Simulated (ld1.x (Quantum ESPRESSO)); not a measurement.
Which change was made? (Al, TM)

ld1.x (Quantum ESPRESSO) 7.5 input, shortened:

```
&input
   title='Al', zed=13., rel=1, dft='PZ', iswitch=3,
   config='[Ne] 3s2 3p1 3d-2'
 /
 &inputp
   pseudotype=2, tm=.true., lloc=-1, rcloc=1.75,
   nlcc=.true., new_core_ps=.true.
 /
3
3S  1  0   2.00   0.00  1.90  1.90  0.0
3P  2  1   1.00   0.00  2.15  2.15  0.0
3D  3  2  -2.00   0.05  2.00  2.00  0.0
 &test
   configts(1)='3s2 3p1'
 /
```

Cutoffs, loose and tight: the cutoffs (Ry, on a coarse ladder) from which the occupation-weighted sum of valence levels, in a spherical-Bessel basis at the reference potential, stays within 10 and 1 mRy of its value at 400 Ry. They do not see the model core or the augmentation charge, which bear on the density cutoff. Test errors are all-electron minus pseudo excitation energies from the reference, over the configurations 3s2 3p0; 3s1 3p0; 3s2 3p0.5; 3s1 3p1; 3s0 3p3; 3s1 3p2; 3s2 3p1.3 (two spin-polarised tests are not counted in the largest error); variants that change the core or the reference have their own tests.

The base gives: outcome: generated; cutoff, loose: 10 Ry; cutoff, tight: 30 Ry; bound ghosts: none; largest test error (meV): +19.

Q: After one change the result is: outcome: generated; cutoff, loose: 25 Ry; cutoff, tight: 30 Ry; bound ghosts: s; largest test error (meV): -7.0. Which change was it?
A. local potential all-electron potential smoothed inside 0.90 bohr (lloc = -1)
B. local potential all-electron potential smoothed inside 1.26 bohr (lloc = -1)
C. local potential all-electron potential smoothed inside 1.08 bohr (lloc = -1)
D. local potential all-electron potential smoothed inside 2.52 bohr (lloc = -1)

A: A. The others give: local potential all-electron potential smoothed inside 2.52 bohr (lloc = -1) → outcome: generated; cutoff, loose: 10 Ry; cutoff, tight: 30 Ry; bound ghosts: none; largest test error (meV): +13 | local potential all-electron potential smoothed inside 1.26 bohr (lloc = -1) → outcome: generated; cutoff, loose: 10 Ry; cutoff, tight: 30 Ry; bound ghosts: none; largest test error (meV): +32 | local potential all-electron potential smoothed inside 1.08 bohr (lloc = -1) → outcome: generated; cutoff, loose: 10 Ry; cutoff, tight: 25 Ry; bound ghosts: none; largest test error (meV): +84.
